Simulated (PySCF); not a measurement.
WO2F, SMILES [O]=[W+](=[O])[F], charge +1, multiplicity 1. Heavy atoms are numbered as in [W+:1](=[O:2])(=[O:3])[F:4].

The structure is a stationary point at r2SCAN-D4/def2-TZVP. The multiplicity is an assumed one; other spin states were not compared. The isomer is the one that the SMILES or the coordinates give; other isomers of the formula were not compared. The def2 effective core potentials stand for the cores of W; spin–orbit coupling is left out.

Method: PySCF with ωB97X/def2-TZVPD.

Mulliken values depend strongly on the basis, most of all with diffuse functions as here. ESP charges are fitted to the potential on shells at 1.4 to 2.0 van der Waals radii. Atomic charges (e), one atom of each kind:

```csv
atom,ESP fit,Mulliken
W1,2.23,2.01
O2,-0.44,-0.34
F4,-0.34,-0.33
```
